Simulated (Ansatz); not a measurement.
Geometry optimisation, RKS B3LYP/def2-SVP in Ansatz 0.2.0.

input.yaml

```yaml
crystal:
  periodic: [false, false, false]
  atoms:
    - { symbol: F, position_ang: [-0.54104, -2.50002, 0.18949] }
    - { symbol: Ga, position_ang: [0.38363, -1.0423, 0.29071] }
    - { symbol: O, position_ang: [-0.67811, 0.35766, 0.03837] }
    - { symbol: S, position_ang: [-0.44811, 2.00883, 0.10351] }
    - { symbol: H, position_ang: [1.87621, -1.06265, 0.59272] }
    - { symbol: H, position_ang: [-0.59258, 2.23849, -1.21481] }
basis:
  gaussian: { orbitals: def2-SVP }
hamiltonian:
  xc: b3lyp
relax:
  f_tol: 0.015
  max_steps: 40
```

Command:

```bash
$ ansatz run input.yaml --threads 1 --pin off --max-ram 2048MiB --backend cpu --events-out ev --progress --plain --runs-dir out
```

Q: Where does it end, and by what steps?

A: It converged. The force dipped under the threshold on the way, but the program's further checks kept it going. After 9 steps the energy has fallen by 0.083 eV; H5 moved furthest, 0.25 Å.

| step | energy less start (eV) | largest force component (eV/Å) | accepted |
| --- | --- | --- | --- |
| 0 | 0.0000 | 0.597 | yes |
| 1 | -0.0352 | 0.477 | yes |
| 2 | -0.0647 | 0.290 | yes |
| 3 | -0.0740 | 0.157 | yes |
| 4 | -0.0776 | 0.115 | yes |
| 5 | -0.0793 | 0.068 | yes |
| 6 | -0.0803 | 0.062 | yes |
| 7 | -0.0826 | 0.008 | yes |
| 8 | -0.0827 | 0.081 | yes |
| 9 | -0.0829 | 0.008 | yes |

```xyz
6
Properties=species:S:1:pos:R:3
F -0.486 -2.569 0.241
Ga 0.304 -1.006 0.272
O -0.904 0.316 0.064
S -0.377 1.923 0.148
H 1.832 -0.853 0.460
H -0.369 2.190 -1.186
```

Whether the end is a true minimum wasn't checked by a vibrational analysis.

Run time: 75 s on 1 thread of Arm Neoverse N1, with other jobs on the host, peak memory 0.18 GiB.
